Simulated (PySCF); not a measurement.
Isomers of C6H13NOSi, mass 143.077 u with the commonest isotopes. Level of theory: PBE0/pcSseg-1 in PySCF (dipole) on a GFN2-xTB geometry, gas phase. One conformer each, none proved a minimum here; rigid rotors.

Question: Order these by radius of gyration √(Σ m r²/M), smallest first.
A. `[SiH3:1][O:2]/[CH:3]=[CH:4]/[N:5]1[CH2:6][CH2:7][CH2:8][CH2:9]1` with Si1–O2–C3–C4 0°, C3–C4–N5–C6 162°, C4–N5–C6–C7 -142°, N5–C6–C7–C8 -29°, C6–C7–C8–C9 39°, C7–C8–C9–N5 -34°
B. `[CH2:1]=[CH:2][Si@@H:3]([NH:4][CH:5]=[O:6])[CH:7]([CH3:8])[CH3:9]` with C1–C2–Si3–N4 -35°, C2–Si3–N4–C5 -178°, Si3–N4–C5–O6 -1°, C2–Si3–C7–C8 59°
C. `[CH3:1][CH2:2][C:3]([C:4]#[N:5])([CH2:6][CH3:7])[O:8][SiH3:9]` with C1–C2–C3–C4 -62°, C2–C3–C6–C7 178°, C2–C3–O8–Si9 55°
D. `[O:1]=[C:2]1[CH2:3][CH2:4][CH:5]([NH:6][SiH3:7])[CH2:8][CH2:9]1` with C4–C5–N6–Si7 -52°, O1–C2–C3–C4 -128°, C2–C3–C4–C5 -55°, C3–C4–C5–N6 -63°, C4–C5–C8–C9 -59°

Answer: C (2.168 Å), B (2.195 Å), D (2.250 Å), A (2.679 Å).

Question: Order these by rotational constant C, smallest first.
A. `[O:1]=[C:2]1[CH2:3][CH2:4][CH:5]([NH:6][SiH3:7])[CH2:8][CH2:9]1` with C4–C5–N6–Si7 -52°, O1–C2–C3–C4 -128°, C2–C3–C4–C5 -55°, C3–C4–C5–N6 -63°, C4–C5–C8–C9 -59°
B. `[SiH3:1][O:2]/[CH:3]=[CH:4]/[N:5]1[CH2:6][CH2:7][CH2:8][CH2:9]1` with Si1–O2–C3–C4 0°, C3–C4–N5–C6 162°, C4–N5–C6–C7 -142°, N5–C6–C7–C8 -29°, C6–C7–C8–C9 39°, C7–C8–C9–N5 -34°
C. `[CH3:1][CH2:2][C:3]([C:4]#[N:5])([CH2:6][CH3:7])[O:8][SiH3:9]` with C1–C2–C3–C4 -62°, C2–C3–C6–C7 178°, C2–C3–O8–Si9 55°
D. `[CH2:1]=[CH:2][Si@@H:3]([NH:4][CH:5]=[O:6])[CH:7]([CH3:8])[CH3:9]` with C1–C2–Si3–N4 -35°, C2–Si3–N4–C5 -178°, Si3–N4–C5–O6 -1°, C2–Si3–C7–C8 59°

Answer: B (499.7 MHz), A (764.4 MHz), D (832.7 MHz), C (941.1 MHz).

Question: Order these by rotational constant B, smallest first.
A. `[CH2:1]=[CH:2][Si@@H:3]([NH:4][CH:5]=[O:6])[CH:7]([CH3:8])[CH3:9]` with C1–C2–Si3–N4 -35°, C2–Si3–N4–C5 -178°, Si3–N4–C5–O6 -1°, C2–Si3–C7–C8 59°
B. `[SiH3:1][O:2]/[CH:3]=[CH:4]/[N:5]1[CH2:6][CH2:7][CH2:8][CH2:9]1` with Si1–O2–C3–C4 0°, C3–C4–N5–C6 162°, C4–N5–C6–C7 -142°, N5–C6–C7–C8 -29°, C6–C7–C8–C9 39°, C7–C8–C9–N5 -34°
C. `[CH3:1][CH2:2][C:3]([C:4]#[N:5])([CH2:6][CH3:7])[O:8][SiH3:9]` with C1–C2–C3–C4 -62°, C2–C3–C6–C7 178°, C2–C3–O8–Si9 55°
D. `[O:1]=[C:2]1[CH2:3][CH2:4][CH:5]([NH:6][SiH3:7])[CH2:8][CH2:9]1` with C4–C5–N6–Si7 -52°, O1–C2–C3–C4 -128°, C2–C3–C4–C5 -55°, C3–C4–C5–N6 -63°, C4–C5–C8–C9 -59°

Answer: B (543.9 MHz), D (844.1 MHz), C (1091 MHz), A (1148 MHz).

```json
{"SMILES": "[SiH3]O/C=C/N1CCCC1", "point group": "C1", "Ia (u·Å²)": "113.82", "Ib (u·Å²)": "929.18", "Ic (u·Å²)": "1011.43", "κ": "-0.98", "μa (D)": "2.27", "μb (D)": "0.96", "μc (D)": "0.26"}
{"SMILES": "C=C[Si@@H](NC=O)C(C)C", "point group": "C1", "Ia (u·Å²)": "331.11", "Ib (u·Å²)": "440.41", "Ic (u·Å²)": "606.93", "κ": "-0.09", "μa (D)": "1.86", "μb (D)": "2.51", "μc (D)": "1.50"}
{"SMILES": "CCC(C#N)(CC)O[SiH3]", "point group": "C1", "Ia (u·Å²)": "344.09", "Ib (u·Å²)": "463.42", "Ic (u·Å²)": "537.01", "κ": "-0.43", "μa (D)": "0.15", "μb (D)": "0.95", "μc (D)": "3.16"}
{"SMILES": "O=C1CCC(N[SiH3])CC1", "point group": "C1", "Ia (u·Å²)": "189.11", "Ib (u·Å²)": "598.70", "Ic (u·Å²)": "661.10", "κ": "-0.92", "μa (D)": "2.89", "μb (D)": "1.84", "μc (D)": "0.58"}
```
